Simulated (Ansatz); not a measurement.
Mulliken charges of CH$_{2}$F$_{4}$OSn, SMILES `[F][SnH2][O]C(F)(F)F` from PBE/def2-TZVPP in Ansatz (PBE0-D4/def2-TZVP geometry).

```json
{"atom": "F1", "x (Å)": "-2.145", "y (Å)": "-0.429", "z (Å)": "-1.430", "charge (e)": "-0.427"}
{"atom": "Sn2", "x (Å)": "-0.273", "y (Å)": "-0.744", "z (Å)": "-1.266", "charge (e)": "1.009"}
{"atom": "O3", "x (Å)": "0.054", "y (Å)": "-0.567", "z (Å)": "0.687", "charge (e)": "-0.413"}
{"atom": "C4", "x (Å)": "0.373", "y (Å)": "0.579", "z (Å)": "1.253", "charge (e)": "0.421"}
{"atom": "F5", "x (Å)": "1.674", "y (Å)": "0.890", "z (Å)": "1.085", "charge (e)": "-0.154"}
{"atom": "F6", "x (Å)": "0.140", "y (Å)": "0.545", "z (Å)": "2.561", "charge (e)": "-0.126"}
{"atom": "F7", "x (Å)": "-0.324", "y (Å)": "1.620", "z (Å)": "0.742", "charge (e)": "-0.159"}
{"atom": "H8", "x (Å)": "-0.026", "y (Å)": "-2.390", "z (Å)": "-1.541", "charge (e)": "-0.081"}
{"atom": "H9", "x (Å)": "0.528", "y (Å)": "0.495", "z (Å)": "-2.090", "charge (e)": "-0.071"}
```

**Question.** By hand: the dipole of these point charges (1 e Å = 4.8032 D).

**Answer.** Σ q r = (0.516, -0.394, -0.758) e Å, of length 0.998 e Å = 4.79 D.

**Question.** How does the dipole of the full density compare? (An estimate is asked.)

**Answer.** The calculation gave: (0.354, -0.347, -0.620) e Å, 3.81 D; the point charges give 1.26 times that, at 5° from its direction.

Point charges leave out the atoms' own dipoles, such as those of lone pairs, and Mulliken's split depends on the basis, so the two needn't agree.
